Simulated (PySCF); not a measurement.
## Dipole response of Re (rhenium, neutral)

[Xe] 4f14 5d5 6s2, high-spin 6S determinant. Calculation: PySCF 2.14, in aug-cc-pwCVQZ-PP with ECP60MDF (9s9p8d5f4g3h, 180 functions); a scalar-relativistic core potential. Coupled (time-dependent) response in atomic units; α is the mean over directions.

```csv
method,mean α (bohr³),C₆ (like pair),S(−4)
MN15,59.99,707.8,1238
```

S(−4) is the Cauchy moment in α(ω) = α(0) + S(−4) ω² + …

Reference α: 62 ± 3 bohr³ (recommended; Schwerdtfeger and Nagle, table of static dipole polarizabilities (2023 update)). Published C₆: 663.0 (Gould and Bucko (2016)).

α(iu) at MN15:

```json
{"u (hartree)": "0", "α(iu) (bohr³)": "59.99"}
{"u (hartree)": "0.0500", "α(iu) (bohr³)": "57.09"}
{"u (hartree)": "0.100", "α(iu) (bohr³)": "50.22"}
{"u (hartree)": "0.200", "α(iu) (bohr³)": "35.43"}
{"u (hartree)": "0.300", "α(iu) (bohr³)": "25.25"}
{"u (hartree)": "0.500", "α(iu) (bohr³)": "14.85"}
{"u (hartree)": "0.750", "α(iu) (bohr³)": "9.253"}
{"u (hartree)": "1.00", "α(iu) (bohr³)": "6.458"}
{"u (hartree)": "1.50", "α(iu) (bohr³)": "3.747"}
{"u (hartree)": "2.00", "α(iu) (bohr³)": "2.469"}
{"u (hartree)": "3.00", "α(iu) (bohr³)": "1.304"}
{"u (hartree)": "5.00", "α(iu) (bohr³)": "0.5377"}
```

Energies and moments cover only the electrons outside the core potential. Spin-orbit coupling, which splits the p, d and f shells strongly at this Z, is absent.
